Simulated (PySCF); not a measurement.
A PySCF script (with the pyscf-properties extension) for the NMR shieldings of `InChI=1S/C3H9N3Si2/c4-3-8-5-1-2-6(8)7/h5,8H,1-2H2,7H3/t8-/m1/s1`, on a GFN2-xTB geometry:

```python
import basis_set_exchange as bse
import numpy as np
from pyscf import gto, dft
from pyscf.prop import nmr

atoms = """
N     0.059958    1.361955    3.539574
C    -0.076390    1.291853    2.404785
Si   -0.224010    1.233394    0.540668
N    -1.775465    0.614009    0.156736
C    -1.684012   -0.381237   -0.890601
C    -0.338435   -1.071913   -0.681921
N     0.610526   -0.080917   -0.209798
Si    2.293937   -0.478031   -0.187021
H     0.233734    2.512456   -0.004851
H    -2.627032    1.148585    0.154248
H    -2.508356   -1.095130   -0.808386
H    -1.720423    0.078327   -1.887966
H     0.019218   -1.521818   -1.611553
H    -0.447236   -1.871527    0.060767
H     2.561827   -1.580168    0.744582
H     2.970232    0.748424    0.219997
H     2.644929   -0.896232   -1.549168
"""
names = dict.fromkeys(["N", "C", "Si", "H"], "pcSseg-1")
basis = {el: gto.basis.parse(bse.get_basis(n, elements=[el], fmt="nwchem")) for el, n in names.items()}
mol = gto.M(atom=atoms, basis=basis, charge=0, verbose=0)
mf = dft.RKS(mol, xc="PBE0")
mf.grids.level = 2
mf.grids.alignment = dft.numint.BLKSIZE   # the property module wants whole blocks of grid points
mf.conv_tol = 1e-9
mf.kernel()

calc = nmr.RKS(mf)   # GIAO
C = mf.mo_coeff
Co = C[:, mf.mo_occ > 0]
resp = mf.gen_response(singlet=True, hermi=2)
def vind(x):   # induced exchange potential for any number of trial vectors
    d = np.einsum("pi,xij,qj->xpq", C, 2 * x.reshape(-1, C.shape[1], Co.shape[1]), Co, optimize=True)
    return np.einsum("xpq,pi,qj->xij", resp(d - d.transpose(0, 2, 1)), C, Co, optimize=True).ravel()
mo1, _ = nmr.rhf.solve_mo1(calc, with_cphf=vind)
sigma = calc.kernel(mo1)
for i, s in enumerate(sigma):   # ppm
    print("%2d %-2s %9.2f" % (i, mol.atom_pure_symbol(i), np.trace(s) / 3))
```

Question: What are the results?

Answer: 
```
 0 N     -84.25
 1 C      60.97
 2 Si    390.69
 3 N     236.67
 4 C     138.12
 5 C     136.18
 6 N     247.58
 7 Si    405.21
 8 H      26.55
 9 H      31.10
10 H      28.19
11 H      28.30
12 H      28.67
13 H      28.22
14 H      26.92
15 H      26.93
16 H      27.04
```

These numbers come from an equivalent density-fitted implementation of the same equations, which agrees with the script to about 0.01 ppm for H and up to a few tenths of a ppm for heavy atoms, so last digits may differ.

Question: Turn these shieldings into chemical shifts. Referencing at the same level of theory: ¹⁵N (σ = 267.73 ppm) against NH3; ¹³C (σ = 186.93 ppm) and ²⁹Si (σ = 349.16 ppm) and ¹H (σ = 31.72 ppm) vs TMS.

Answer: Averaging equivalent atoms: N 0: 352.0; N 3: 31.1; N 6: 20.2; C 1: 126.0; C 5: 50.7; C 4: 48.8; Si 2: -41.5; Si 7: -56.1; H 8: 5.17; H 14/15/16: 4.75; H 10: 3.52; H 13: 3.50; H 11: 3.42; H 12: 3.05; H 9: 0.62 ppm. Experimental scales use liquid or dissolved standards, which lie at an offset from isolated NH3 (liquid NH3: subtract about 20 ppm). Unscaled 15N shifts of sp2 nitrogen come out 20 to 40 ppm too high even then.

Size and cost of the density-fitted run: 195 basis functions, 120 s wall time on 1 thread of an Intel Xeon, shared host; peak memory 0.86 GiB.
